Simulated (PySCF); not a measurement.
C₂H₅F₃Si.
Numbering: `[CH3:1][SiH2:2][C:3]([F:4])([F:5])[F:6]` (hydrogens: H7, H8, H9 on C1; H10, H11 on Si2)

Computed with PySCF at wB97X-D/def2-SVPD, non-relativistic, on one gas-phase PBE0-D3(BJ)/def2-SVP geometry that isn't relaxed in the solvent. The solvent is an IEF-PCM continuum (van der Waals radii × 1.2). Specific hydrogen bonds and non-electrostatic terms are outside this model.

Gas phase at wB97X-D/def2-SVPD: HOMO -11.31 eV, LUMO 1.86 eV, dipole 2.69 D.

Q: What does the continuum do to the energy, the frontier levels and the dipole at wB97X-D/def2-SVPD in cyclohexane and methanol?

A: 
| solvent | ε | E(solvent) − E(gas) (kcal/mol) | polarisation term (kcal/mol) | distortion of the solute (kcal/mol) | HOMO (eV) | LUMO (eV) | dipole (D) |
| --- | --- | --- | --- | --- | --- | --- | --- |
| cyclohexane | 2.017 | -0.97 | -1.02 | 0.05 | -11.27 | 2.01 | 2.91 |
| methanol | 32.61 | -2.27 | -2.56 | 0.29 | -11.23 | 2.18 | 3.23 |

The first energy column is the sum of the next two and covers electrostatics alone. The atom shares or the degeneracy of the HOMO differ from the gas phase in methanol, so that column needn't follow one orbital. From cyclohexane to methanol the lowering changes by a factor 2.34, Onsager's factor (ε − 1)/(2ε + 1) by 2.36 and ε itself by 16.2.

Q: Which radius a makes the point-dipole formula ΔE = −[(ε − 1)/(2ε + 1)]·μ²/a³ give the value in methanol, with the gas-phase dipole?

A: μ = 1.056 au and |ΔE| = 0.00362 Eh give a = 2.79 Å; the farthest nucleus lies 2.67 Å from the centroid of the nuclei. The formula assumes a rigid point dipole at the centre of a sphere.

Q: How does the static polarisability (wB97X-D/def2-SVPD, frozen core, with the continuum's full static response) change?

A: 
| medium | isotropic (au) | principal values (au) | ⟨r²⟩ of the electrons (bohr²) |
| --- | --- | --- | --- |
| gas | 54.7 | 51.0, 53.9, 59.3 | 725.1 |
| cyclohexane | 60.3 | 56.7, 59.4, 64.9 | 725.0 |
| methanol | 70.4 | 67.9, 68.9, 74.4 | 724.8 |

The isotropic value in methanol is 1.29 times the gas-phase one; no cavity-field correction is applied. ⟨r²⟩ is taken about the centre of nuclear charge.

On one thread of an Intel Xeon Platinum 8559C, no GPU, shared host with 48 logical CPUs at a one-minute load of 27, this took 16 s and 0.88 GiB of memory at its peak. This is the whole response run at wB97X-D/def2-SVPD in methanol, SCF included.

Shape of the structure used: `[CH3:1][SiH2:2][C:3]([F:4])([F:5])[F:6]`: C1–Si2–C3–F4 -62°.

The pairwise dispersion term of wB97X-D wasn't added to the energies; at a given geometry it leaves orbitals and properties as they are.
